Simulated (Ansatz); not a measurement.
Isolated molecules relaxed with PBE0-D4/def2-TZVP in Ansatz; ΔE leaves out vibrations. CCSD(T)/CBS adds triple-zeta CCSD(T) − MP2 to the extrapolated MP2 energy (def2 sets, frozen cores). DFT in def2-TZVPP. B3LYP here is the variant with VWN-RPA as its local correlation; programs differ in this. For Br, Se outer-core shells are correlated without core-valence functions, which leaves a few kJ/mol of doubt a bond. Scalar relativity is left out up to krypton. Each species was taken in one conformer, which may not be the lowest.

Consider the formal exchange of groups at the Se–B bond: `B[Se]C=C` + `C=CCBr` → `C=CC[Se]C=C` + `BBr`.

```tsv
level	ΔE (kJ/mol)	difference from CCSD(T)/CBS
PBE-D4	-0.6	5.1
r2SCAN-D4	-2.6	3.1
PBE0-D4	-3.0	2.7
B3LYP-D4	-3.8	1.9
ωB97X-V	-5.6	0.1
ωB97M-V	-5.6	0.1
B2PLYP	-1.4	4.3
PBE	4.3	10.0
r2SCAN	-0.8	4.9
PBE0	1.5	7.2
B3LYP	3.6	9.3
HF/def2-TZVPP	-2.0	3.7
MP2/def2-TZVPP	-10.0	-4.3
SCS-MP2/def2-TZVPP	-7.6	-1.9
CCSD/def2-TZVPP	-5.7	0.0
CCSD(T)/def2-TZVPP	-5.7	0.0
HF/def2-QZVPP	-2.2	3.5
MP2/def2-QZVPP	-10.0	-4.3
SCS-MP2/def2-QZVPP	-7.5	-1.8
HF/CBS(def2)	-2.2	3.5
MP2/CBS(def2)	-10.0	-4.3
CCSD/CBS(def2)	-5.6	0.1
CCSD(T)/CBS	-5.7	0
```

Largest T1 diagnostic among the species: 0.013.

The D4 term adds −7.4 kJ/mol with B3LYP and −4.6 kJ/mol with PBE0; it sums over pairs of atoms, weighted by their polarisabilities, and B3LYP, whose exchange is more repulsive, gets the larger term. In def2-TZVPP, CCSD(T) changes the Hartree–Fock value by −3.8 kJ/mol (the triples alone add −0.1 kJ/mol) and MP2 by −8.0 kJ/mol.
